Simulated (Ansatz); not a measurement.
Ge$_{2}$H$_{8}$N$_{2}$O, SMILES `[NH2][GeH2][O][GeH2][NH2]`, relaxed with RKS PBE0-D4/def2-TZVP in the Gaussian-basis code of Ansatz from a GFN2-xTB geometry. The force threshold is 0.005 eV/Å; the program also tests the step.

The species carries charge 0 and has multiplicity 1.

Start:

```xyz
13

N     0.727   -0.226    2.065
Ge   -0.812    0.509    1.456
O    -1.073   -0.113   -0.134
Ge   -0.266   -0.704   -1.577
N     0.921    0.450   -2.280
H     1.024    0.050    2.991
H     0.791   -1.233    1.998
H    -0.584    1.995    1.384
H    -2.098    0.160    2.168
H     0.465   -1.968   -1.229
H    -1.406   -0.886   -2.528
H     0.553    1.344   -2.577
H     1.757    0.622   -1.737
```

```json
{"step": "1", "energy (eV)": "-118178.0547", "largest force (eV/Å)": "0.597", "largest move (Å)": "0.000"}
{"step": "2", "energy (eV)": "-118178.1571", "largest force (eV/Å)": "0.439", "largest move (Å)": "0.128"}
{"step": "3", "energy (eV)": "-118178.1835", "largest force (eV/Å)": "0.555", "largest move (Å)": "0.159"}
{"step": "4", "energy (eV)": "-118178.2051", "largest force (eV/Å)": "0.494", "largest move (Å)": "0.127"}
{"step": "5", "energy (eV)": "-118178.2285", "largest force (eV/Å)": "0.162", "largest move (Å)": "0.103"}
{"step": "6", "energy (eV)": "-118178.2465", "largest force (eV/Å)": "0.165", "largest move (Å)": "0.194"}
{"step": "7", "energy (eV)": "-118178.2524", "largest force (eV/Å)": "0.311", "largest move (Å)": "0.194"}
{"step": "8", "energy (eV)": "-118178.2600", "largest force (eV/Å)": "0.184", "largest move (Å)": "0.076"}
{"step": "9", "energy (eV)": "-118178.2659", "largest force (eV/Å)": "0.067", "largest move (Å)": "0.108"}
{"step": "10", "energy (eV)": "-118178.2684", "largest force (eV/Å)": "0.095", "largest move (Å)": "0.086"}
{"step": "11", "energy (eV)": "-118178.2698", "largest force (eV/Å)": "0.060", "largest move (Å)": "0.036"}
{"step": "12", "energy (eV)": "-118178.2703", "largest force (eV/Å)": "0.030", "largest move (Å)": "0.018"}
{"step": "13", "energy (eV)": "-118178.2704", "largest force (eV/Å)": "0.009", "largest move (Å)": "0.017"}
{"step": "14", "energy (eV)": "-118178.2705", "largest force (eV/Å)": "0.006", "largest move (Å)": "0.011"}
{"step": "15", "energy (eV)": "-118178.2705", "largest force (eV/Å)": "0.007", "largest move (Å)": "0.007"}
{"step": "16", "energy (eV)": "-118178.2705", "largest force (eV/Å)": "0.006", "largest move (Å)": "0.010"}
{"step": "17", "energy (eV)": "-118178.2706", "largest force (eV/Å)": "0.004", "largest move (Å)": "0.009"}
{"step": "18", "energy (eV)": "-118178.2706", "largest force (eV/Å)": "0.004", "largest move (Å)": "0.009"}
{"step": "19", "energy (eV)": "-118178.2706", "largest force (eV/Å)": "0.004", "largest move (Å)": "0.006"}
{"step": "20", "energy (eV)": "-118178.2706", "largest force (eV/Å)": "0.003", "largest move (Å)": "0.006"}
```

End:

```xyz
13

N     0.803   -0.164    1.593
Ge   -0.911    0.459    1.324
O    -1.466   -0.199   -0.215
Ge   -0.383   -0.729   -1.535
N     1.052    0.368   -1.802
H     1.404    0.472    2.097
H     0.871   -1.079    2.015
H    -0.807    1.994    1.260
H    -1.932   -0.022    2.371
H     0.148   -2.125   -1.177
H    -1.261   -0.707   -2.792
H     0.836    1.290   -2.152
H     1.646    0.442   -0.987
```

Run time 68 s (2 threads of an AMD EPYC 7R13 on a shared host and a share of an NVIDIA H100 80 GB); peak host memory 0.93 GiB.
